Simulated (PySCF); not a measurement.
SiCl₂Br₂, SMILES Cl[Si](Cl)(Br)Br. Atoms are numbered in the order given.

```xyz
5

Cl     0.0000    -1.6605     1.5922
Si     0.0000     0.0000     0.4059
Cl     0.0000     1.6605     1.5922
Br     1.7978     0.0000    -0.8545
Br    -1.7978     0.0000    -0.8545
```

Geometry: PBE0-D3(BJ)/def2-SVP.

Calculation: TDA-PBE/def2-SVPD in PySCF.

Vertical excitations. Gas-phase values at a fixed geometry. State labels are in the subgroup C2v.

| state | symmetry | energy (eV) | λ (nm) | f | main pairs |
|---|---|---|---|---|---|
| S1 | B1 | 5.30 | 234 | 0.004 | HOMO→LUMO 99 % |
| S2 | A2 | 5.40 | 230 | 0.000 | HOMO−1→LUMO 99 % |
| S3 | B2 | 5.56 | 223 | 0.004 | HOMO−2→LUMO 99 % |
| S4 | A1 | 6.08 | 204 | 0.013 | HOMO−3→LUMO 95 % |
| S5 | B2 | 6.33 | 196 | 0.012 | HOMO−4→LUMO 95 % |
| S6 | B1 | 6.43 | 193 | 0.025 | HOMO−5→LUMO 84 % |
| S7 | A2 | 6.59 | 188 | 0.000 | HOMO−6→LUMO 96 % |
| S8 | A1 | 6.71 | 185 | 0.003 | HOMO−7→LUMO 89 % |
| S9 | A2 | 6.72 | 184 | 0.000 | HOMO→LUMO+2 94 % |
| S10 | A1 | 6.78 | 183 | 0.019 | HOMO→LUMO+1 82 %, HOMO−2→LUMO+2 13 % |
| T1 | B1 | 4.98 | 249 | 0 | HOMO→LUMO 99 % |
| T2 | A2 | 5.11 | 243 | 0 | HOMO−1→LUMO 100 % |
| T3 | B2 | 5.27 | 235 | 0 | HOMO−2→LUMO 99 % |
| T4 | A1 | 5.73 | 217 | 0 | HOMO−3→LUMO 98 % |
Triplets are in the Tamm–Dancoff approximation.
